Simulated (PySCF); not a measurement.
CH10NSi3 (doublet state).
Bonds: N1–Si2, Si2–Si3, Si3–C4, C4–Si5. Hydrogens: H6, H7 on N1; H8 on Si2; H9, H10 on Si3; H11, H12 on C4; H13, H14, H15 on Si5.

Method: PySCF 2.14.0, PBE0-D3(BJ)/def2-SVP geometry optimisation, gas phase; unrestricted, density fitting, grid level 1; the optimiser is geomeTRIC in internal coordinates, started from a GFN2-xTB structure.

Step 0: E = -26300.0900 eV
```
atom  x, y, z in Å  |  force x, y, z in eV/Å
N1      2.9021   -0.1354   -0.7565   -0.350  -0.053   0.031
Si2     2.3243   -0.0480    0.8799    0.572  -0.226  -0.378
Si3     0.1726    0.7166    0.9632   -0.894  -0.411  -0.237
C4     -0.8870   -0.5165   -0.0407   -0.111   0.419   0.324
Si5    -2.7518   -0.1904   -0.0192    0.885  -0.174  -0.059
H6      2.3923   -0.6659   -1.4434   -0.223  -0.173  -0.304
H7      3.8892   -0.1912   -0.9441    0.400   0.030   0.000
H8      3.4182    0.7294    1.4903    0.184   0.320   0.511
H9     -0.2318    0.6270    2.3773   -0.111  -0.058   0.501
H10    -0.2639    2.0602    0.5302    0.194   0.497  -0.216
H11    -0.7024   -1.5228    0.3378    0.047  -0.412   0.208
H12    -0.5430   -0.5207   -1.0765    0.098   0.080  -0.447
H13    -3.2468   -0.2568    1.3573   -0.244  -0.001   0.539
H14    -3.0371    1.1316   -0.5826   -0.146   0.530  -0.192
H15    -3.4436   -1.2011   -0.8291   -0.301  -0.369  -0.280
```

Step 1: E = -26300.2177 eV
```
atom  x, y, z in Å  |  force x, y, z in eV/Å
N1      2.8934   -0.1604   -0.7830   -0.057  -0.046   0.001
Si2     2.3534   -0.0312    0.8708    0.318  -0.041  -0.146
Si3     0.1504    0.7034    0.9776   -0.387  -0.044   0.117
C4     -0.8829   -0.5233   -0.0386    0.040  -0.004   0.006
Si5    -2.7371   -0.1940   -0.0255    0.051  -0.028  -0.026
H6      2.3736   -0.7134   -1.4580    0.009   0.038   0.062
H7      3.8868   -0.1891   -0.9889   -0.013   0.014   0.013
H8      3.4100    0.7952    1.5504   -0.110   0.036   0.019
H9     -0.2590    0.6082    2.4204    0.017  -0.001  -0.053
H10    -0.2217    2.0902    0.5301    0.179  -0.008  -0.039
H11    -0.7009   -1.5434    0.3436    0.000   0.029   0.012
H12    -0.5310   -0.5123   -1.0859   -0.021   0.037   0.013
H13    -3.2599   -0.2635    1.3756   -0.007   0.017  -0.042
H14    -3.0284    1.1631   -0.5871   -0.007  -0.033   0.029
H15    -3.4554   -1.2134   -0.8576   -0.011   0.033   0.033
```

Problem. Estimate the geometry and energy of step 2. (The exact step hangs on the optimiser's Hessian estimate; all steps are aligned on step 1, rigid shifts and turns removed.)

Solution. E = -26300.2350 eV, largest force 0.139 eV/Å
```
atom  x, y, z in Å  |  force x, y, z in eV/Å
N1      2.8932   -0.1591   -0.7875    0.025   0.013  -0.008
Si2     2.3695   -0.0348    0.8690    0.087  -0.040  -0.010
Si3     0.1454    0.6793    0.9850   -0.101  -0.018   0.094
C4     -0.8871   -0.5363   -0.0352    0.004  -0.034  -0.035
Si5    -2.7360   -0.1917   -0.0285   -0.056  -0.002  -0.008
H6      2.3774   -0.7273   -1.4517    0.008   0.015   0.036
H7      3.8848   -0.1597   -1.0053   -0.036   0.003  -0.005
H8      3.3839    0.8371    1.5547   -0.057   0.028  -0.026
H9     -0.2660    0.5942    2.4268    0.002   0.006  -0.053
H10    -0.1694    2.0756    0.5245    0.096  -0.030  -0.020
H11    -0.7138   -1.5575    0.3494    0.005   0.042  -0.011
H12    -0.5322   -0.5222   -1.0820   -0.015   0.017   0.040
H13    -3.2688   -0.2520    1.3698    0.013   0.006  -0.039
H14    -3.0166    1.1698   -0.5858    0.010  -0.036   0.018
H15    -3.4729   -1.1995   -0.8592    0.016   0.029   0.027
```

The energy changes by -0.0174 eV. The first-order estimate −F·Δx gives -0.0233 eV and the mean of the old and new forces, exact on a quadratic surface, -0.0171 eV. The step makes an angle of 67° with the force vector and moves no atom by more than 0.055 Å.

What follows is the cost of the whole optimisation. Time: 94 s wall. Hardware: one thread of an x86-64 server, on a shared host.
